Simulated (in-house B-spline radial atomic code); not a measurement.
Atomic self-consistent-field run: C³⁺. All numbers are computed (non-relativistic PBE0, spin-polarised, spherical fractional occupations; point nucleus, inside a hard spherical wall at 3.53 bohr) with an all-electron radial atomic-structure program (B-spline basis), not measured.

Command:
```bash
python run_scf.py task.json out
```
Settings:
```
Z                6
configuration    [He] 2p1
hamiltonian      nr
method           pbe0
spin_polarised   True
wall_radius      3.53
```

Output (hartree, bohr):
```
 radial grid: 34 intervals, B-splines of order 8, outer radius 3.53 bohr

 iter        energy (Eh)    residual
    1         -33.820872    2.77e-01
    2         -34.378427    2.10e-02
    3         -34.381601    9.55e-03
    4         -34.382263    4.34e-03
    5         -34.382436    4.07e-04
    6         -34.382437    6.27e-06
    7         -34.382437    1.45e-07
    8         -34.382437    5.80e-09

 total energy                       -34.38244
 kinetic                              34.3900
 electron-nucleus                    -74.3587
 Hartree                               9.4781
 exact exchange                       -0.9257
 exchange-correlation                 -2.9661

 orbital      occ     eigenvalue          <r>       <r^2>       <1/r>       r_max
 1s up      1.000       -12.4756     0.269516   0.0982172     5.65841      0.1739
 1s down    1.000       -12.4372     0.268445   0.0973191     5.67442      0.1737
 2p up      1.000        -1.7409      1.18672     1.68308     1.06028      0.9571
```

Cost of the run: 0.03 s on 1 thread of Arm Neoverse V2 (shared host).

Caution: exact exchange at fractional occupations of open shells leaves self-interaction of up to several eV.
